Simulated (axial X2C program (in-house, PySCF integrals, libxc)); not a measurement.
## TiC: bond constants with and without spin–orbit coupling

Calculated with an in-house all-electron X2C program for linear molecules (integrals from PySCF). Spin-free means the one-electron spin-free X2C Hamiltonian; two-component (2c) means X2C with spin–orbit coupling and atomic mean-field two-electron Coulomb and Gaunt terms, so the difference of the two also holds small scalar two-electron terms. Basis: Ti dyall-cv3z [10s10p6d4f2g], C dyall-v3z [7s6p2d1f] (cores contracted in-house); Gaussian nuclei, density fitting, unrestricted open shells. Masses: Ti 47.948 u, C 12.000 u.

The run was started with this input:
```json
{"zs": [22, 6], "q": 0, "bas": ["dyall-cv3z", "dyall-v3z"], "levels": ["PBE0", "HF", "B3LYP"], "cc": true, "r0": 1.84, "thr": -1.0, "nmax": 90, "npts": 10, "nst": 2, "ntry": 6}
```
```bash
python so2c.py task.json out
```

Keys: zs atomic numbers; q charge; bas basis sets; levels methods; cc coupled cluster on or off; r0 starting distance in Å; thr threshold in hartree for freezing inner shells (an s shell follows its p shell); nmax most natural virtual spinors; npts points on the curve; nst determinants followed; ntry starts of the search. HF also brings MP2.

State, spin-free: M_S = 1, Λ = 0 (beyond evenly filled blocks: 2 × σα); electrons by block: σα: 9, σβ: 7, π+α: 3, π+β: 3, π-α: 3, π-β: 3. Fragments: Ti + C.

State, 2c: Ω = 1 (⟨Sz⟩ = 1.00, ⟨Lz⟩ = 0.00 at PBE0); electrons by block: 1/2: 12, -1/2: 10, 3/2: 3, -3/2: 3. Fragments: Ti + C.

```csv
Hamiltonian,level,Re (Å),ωe (cm⁻¹),Be (cm⁻¹),αe (cm⁻¹),De (eV),k (mdyn/Å),μ (D)
spin-free,PBE0,1.642,1027.6,0.6512,0.00303,4.04,5.97,-3.05
2c,PBE0,1.642,1027.3,0.6513,0.00303,n/a,5.97,-3.04
```

Dipoles are positive if C is the positive end.

The state is one determinant whose occupation by symmetry is held fixed; it was picked as the lowest of a PBE0 search that is not exhaustive. Dissociation energies refer to the lowest single-determinant-based atoms at the same level and basis. De is not given where an atomic determinant may have missed its ground term or J level, or where the truncated virtual space spoils (T). Density functionals use the spin component along the axis (collinear). PBE0 can misorder states that lie within some tenths of an eV, so this need not be the ground state of the molecule. The nearest other spin-free determinant of the search, M_S = 0, Λ = 0, lies 0.20 eV up at the distance of the search. The functionals have no current-density term, which raises determinants with orbital currents, atoms included. With several unpaired electrons one determinant need not be a pure state. Open-shell Ω = 0 determinants with evenly filled partner blocks cannot be reached by this program, so the Ω shown need not be the lowest component. The stretched end of a curve changes character and is left out.

No reliable constants came from B3LYP (2c), B3LYP (spin-free), CCSD (2c), CCSD (spin-free), CCSD(T) (2c), CCSD(T) (spin-free), HF (2c), HF (spin-free), MP2 (2c), MP2 (spin-free): no minimum in range, unconverged points, a curve that is not smooth, a change of character along it, or the two Hamiltonians disagreeing along it.

Rough cost a point (2c) on 1 thread(s) of a shared host, integrals apart: PBE0 0.8 s.

The whole task took 3.1 min on 1 thread of Intel(R) Xeon(R) Processor @ 2.30GHz, with other jobs on the host.
